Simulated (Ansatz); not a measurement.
Saddle point of ZnH₂Cl₂, singlet (ZnCl₂ + H₂ → ZnHCl ([Cl][ZnH]) + HCl; bonds formed: Zn1–H5, Cl2–H4; bonds broken: Zn1–Cl2, H4–H5), PBE0-D4/def2-TZVP structure:

```xyz
5
angstrom
Zn -0.2588 0.4024 -0.4083
Cl 0.4832 -1.7563 0.4966
Cl -1.2264 0.8989 -2.2017
H 0.5733 -0.3263 1.0541
H 0.4286 0.7811 1.0592
```

Energies are electronic, without zero-point energy. Barriers and step energies count from the start structure reached by relaxing down the imaginary mode; all methods use the PBE0-D4 structures, on which another method's saddle can fall below an end. Ansatz 0.2.0; basis: def2-TZVPP, with def2-QZVPP for the basis limit; cores frozen in the correlated methods. The 3s and 3p shells of Cu and Zn are frozen; filled d shells are correlated. B3LYP uses VWN-RPA correlation. Extrapolation: Hartree–Fock as exp(−7.88 √X), correlation as X^−2.97.

| method | barrier (eV) | step energy (eV) |
| --- | --- | --- |
| SPW92 | 0.981 | 0.720 |
| PBE-D4 | 1.286 | 0.835 |
| BLYP-D4 | 1.441 | 0.843 |
| r2SCAN-D4 | 1.380 | 0.911 |
| B97M-V | 1.433 | 0.810 |
| PBE0-D4 | 1.412 | 0.892 |
| B3LYP-D4 | 1.522 | 0.883 |
| r2SCAN0-D4 | 1.475 | 0.947 |
| BHLYP-D4 | ? | 0.950 |
| CAM-B3LYP-D4 | 1.553 | 0.867 |
| wB97X-V | 1.603 | 0.914 |
| wB97M-V | ? | 0.883 |
| B2PLYP | 1.586 | 0.926 |
| PBE-QIDH | ? | 0.958 |
| RPA on PBE | 1.566 | 0.831 |
| HF | 2.035 | 1.070 |
| MP2 | 1.620 | 0.960 |
| CCSD | 1.665 | 0.906 |
| CCSD(T) | 1.592 | 0.902 |

Task: Fill in the withheld barriers. (Judge from chemistry; the value comes from the calculation.)

Result: By the calculation: BHLYP-D4 1.671; PBE-QIDH 1.543; wB97M-V 1.579 eV. Each is the energy of the saddle less that of the start structure, by the same method.

For comparison, the barrier by CCSD(T) at an estimated basis limit (MP2 extrapolated from triple and quadruple zeta, plus CCSD(T) − MP2 in triple zeta) is 1.643 eV.

T1 diagnostic: at most 0.014.

Labels in which every atom is bracketed show which atoms are joined, not bond orders.

For scale, one of the runs: CCSD(T)/def2-TZVPP, 176 basis functions (an equivalent command: `ansatz run in.yaml --threads 4`). Time: 44 s of wall clock on 4 CPU threads; the host was shared. Peak host memory: 1.5 GiB.
